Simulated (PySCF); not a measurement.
Computed shifts of a molecule C2H7BO, PBE/pcSseg-1 (PySCF), GIAO, gas phase, equivalent atoms averaged, in ppm (number of nuclei): ¹H: 5.66 (1), 4.37 (3), 0.74 (3). ¹³C: 66.6 (1), 9.4 (1). References: ¹¹B against BF3 (σ = 83.9 ppm); ¹H against TMS (σ = 31.49 ppm); ¹³C against TMS (σ = 182.0 ppm); ¹⁷O against H2O (σ = 334.3 ppm), references at their B3LYP-D3(BJ)/def2-TZVP geometries, non-relativistic. Geometry optimised at PBE0-D3(BJ)/def2-SVP. The values are those of a single conformer.

Task: Which molecule gave these data?
A) CB(C)O
B) CCBO
C) CBOC
D) BOCC

Result: C, CBOC
